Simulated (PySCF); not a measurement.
# CF4OSi

CF4OSi is a carbene (divalent C1, bonded to 1 F + 1 O), neutral, singlet. The structure, one conformer, was relaxed in the gas phase by PBE0-D3(BJ)/def2-SVP. No frequency run checks that it is a minimum.

The strong deshielding of the divalent centre rests on a low-lying excitation, and density functionals tend to overstate it.

SMILES: F[C]O[Si](F)(F)F

```xyz
7

C     1.944    0.308   -0.059
F     1.599    0.207    1.216
O     0.850    0.163   -0.752
Si   -0.722   -0.114   -0.204
F    -0.807   -1.488    0.582
F    -1.223    1.083    0.706
F    -1.612   -0.192   -1.512
```
Atom numbers follow the order of the file, from 1.

Shieldings: GIAO PBE0/pcSseg-2. Shifts are against computed references at the same level: C TMS (σ 184.1 ppm), Si TMS (σ 341.3 ppm). Core levels by delta-SCF with SCAN, pcX-2 on the ionised atom and pcseg-1 elsewhere, spin-free X2C (2p3/2 is the spin-free 2p value less a third of a first-order spin-orbit splitting); from the vacuum level, for chosen atoms.

Q: Give the shieldings and core levels atom by atom.

A: 
```csv
atoms,bonded to,σ (ppm),δ (ppm),core level (eV)
C1,1 F + 1 O,-140.1,324.2,1s 296.72
F2,1 C,-54.1,-,1s 694.71
O3,1 C + 1 Si,7.0,-,1s 541.52
Si4,3 F + 1 O,449.9,-108.6,2p3/2 111.87
F5 F6,1 Si,326.2,-,1s 694.49
F7,1 Si,336.2,-,-
```

Values are those of this one static structure; atoms that internal rotation interchanges would show their mean in an NMR spectrum.

The core-hole state of C1 is spin-contaminated (⟨S²⟩ 0.82 against 0.75 for a pure doublet), so that value and differences from it are less sure.

Q: By CAM-B3LYP/def2-SVPD (TDDFT singlets, Tamm-Dancoff triplets, ionisation by delta-SCF), where does absorption start, and what does vertical ionisation take?

A: The lowest singlet lies at 4.57 eV (f 0.023), the strongest of the first 6 at 9.23 eV (f 0.246), the lowest triplet at 2.36 eV; vertical ionisation takes 11.32 eV.
